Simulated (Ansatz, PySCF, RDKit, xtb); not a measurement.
Noncovalent pair: C2H4 (SMILES C=C) (first 6 atoms) with CH3NO (SMILES NC=O); geometry from B3LYP-D3(BJ)/def2-TZVP, rigid monomers moved along the line of their centres of mass till C1···H10 is 3.53 Å.
(charge 0, multiplicity 1):
```xyz
12

C      0.45192     0.47743     0.73908
C     -0.42316    -0.51409     0.63306
H      1.20962     0.46829     1.51333
H      0.44869     1.31843     0.05562
H     -1.18063    -0.52779    -0.14183
H     -0.39737    -1.35252     1.31865
N     -0.99768     0.41947     4.95531
C     -0.10918    -0.42575     5.52700
O      0.71137    -1.08469     4.92482
H     -1.00207     0.52999     3.95115
H     -1.65242     0.93529     5.51563
H     -0.20326    -0.46101     6.62802
```

Counterpoise-corrected where a basis set is named; no monomer relaxation. Rows marked so take none.

Frozen-core correlation. Rows in 3-21G, 6-31G* carry no dispersion term and start afresh at each structure (6-31G* with six Cartesian d functions). MP2/6-31G* freezes PySCF's default core.

Programs: Ansatz (a quantum-chemistry and plane-wave program) with Gaussian orbitals; PySCF for 3-21G rows, 6-31G* rows, the dispersion terms; RDKit for the force fields; xtb for the GFN methods. Each number belongs to the level named beside it.

```json
[
 {"level": "MMFF94", "interaction energy (meV)": "-50.1"},
 {"level": "GFN-FF", "interaction energy (meV)": "-67.4"},
 {"level": "HF/3-21G (no counterpoise)", "interaction energy (meV)": "-68.1"},
 {"level": "PBE-D3(BJ)/def2-TZVPPD", "interaction energy (meV)": "-82.0"},
 {"level": "BP86/6-31G* (no counterpoise)", "interaction energy (meV)": "-54.6"},
 {"level": "r2SCAN-D3(BJ)/def2-TZVPPD", "interaction energy (meV)": "-76.1"},
 {"level": "B3LYP/6-31G*", "interaction energy (meV)": "-42.5"},
 {"level": "MP2/6-31G*", "interaction energy (meV)": "-54.0"},
 {"level": "CCSD/aug-cc-pVDZ", "interaction energy (meV)": "[?]"}
]
```

Q: What belongs in the gaps?

A: 
- CCSD/aug-cc-pVDZ, interaction energy (meV): -64.6
